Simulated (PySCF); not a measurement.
H₁₀N₂Si₃. Atoms are numbered in the order given.

```xyz
15

N     -2.8897     0.7947    -0.5341
Si    -2.0449    -0.4523     0.3338
N     -0.4120     0.0906     0.6654
Si     1.1205    -0.7326     0.4213
Si     2.5915     0.7049    -0.7300
H     -3.9006     0.8868    -0.4125
H     -2.6087     1.0521    -1.4832
H     -1.8408    -1.7784    -0.3567
H     -2.8957    -0.6677     1.5596
H     -0.3516     1.0304     1.0746
H      0.8467    -1.9654    -0.3961
H      1.7812    -1.1724     1.7085
H      2.7110     2.0135     0.0112
H      2.0581     1.0061    -2.1072
H      3.9733     0.1187    -0.8689
```

Geometry: PBE-D3(BJ)/def2-SVP. The structure was generated by enumeration, and PubChem lists no compound with its InChIKey, so it may never have been made. The values are those of a single conformer.

Level of theory: PBE-D3(BJ)/def2-SVP in PySCF 2.14.0.

Frequencies are harmonic and unscaled.

Computed normal modes with their intensities:
| mode | ν (cm⁻¹) | IR (km/mol) | moving atoms (share of kinetic energy) |
|---|---|---|---|
| 1 | 25 | 0.4 | N 41 %, Si 38 %, H 21 % |
| 2 | 49 | 1.1 | Si 37 %, H 34 %, N 28 % |
| 3 | 94 | 0.5 | H 78 %, Si 14 %, N 8 % |
| 4 | 133 | 0.6 | H 45 %, Si 29 %, N 26 % |
| 5 | 179 | 4.7 | N 36 %, H 33 %, Si 31 % |
| 6 | 203 | 6.5 | H 47 %, Si 27 %, N 26 % |
| 7 | 302 | 41.5 | H 69 %, Si 17 %, N 14 % |
| 8 | 344 | 20.0 | H 94 % |
| 9 | 371 | 126.9 | H 77 %, N 19 % |
| 10 | 409 | 7.9 | Si 66 %, H 30 % |
| 11 | 449 | 79.2 | H 82 %, N 14 % |
| 12 | 491 | 19.6 | H 63 %, Si 33 % |
| 13 | 562 | 17.9 | H 68 %, Si 25 % |
| 14 | 568 | 2.2 | H 79 %, Si 20 % |
| 15 | 659 | 8.8 | H 58 %, Si 23 %, N 19 % |
| 16 | 684 | 3.4 | H 94 % |
| 17 | 767 | 113.1 | H 61 %, N 26 %, Si 13 % |
| 18 | 782 | 519.0 | H 85 %, Si 12 % |
| 19 | 820 | 5.3 | H 47 %, N 39 %, Si 14 % |
| 20 | 850 | 67.5 | H 82 %, Si 12 % |
| 21 | 859 | 45.7 | H 62 %, N 21 %, Si 17 % |
| 22 | 895 | 53.4 | H 90 % |
| 23 | 901 | 31.2 | H 98 % |
| 24 | 908 | 182.2 | H 94 % |
| 25 | 925 | 118.0 | N 44 %, H 40 %, Si 16 % |
| 26 | 931 | 70.2 | H 80 %, Si 13 % |
| 27 | 938 | 107.8 | H 93 % |
| 28 | 1154 | 265.9 | H 67 %, N 29 % |
| 29 | 1487 | 47.6 | H 89 %, N 11 % |
| 30 | 2111 | 115.5 | H 97 % |
| 31 | 2131 | 112.3 | H 96 % |
| 32 | 2138 | 94.0 | H 99 % |
| 33 | 2144 | 143.9 | H 97 % |
| 34 | 2150 | 54.6 | H 96 % |
| 35 | 2157 | 111.9 | H 96 % |
| 36 | 2168 | 127.2 | H 97 % |
| 37 | 3485 | 24.3 | H 93 % |
| 38 | 3493 | 18.4 | H 96 % |
| 39 | 3593 | 20.7 | H 91 %, N 9 % |
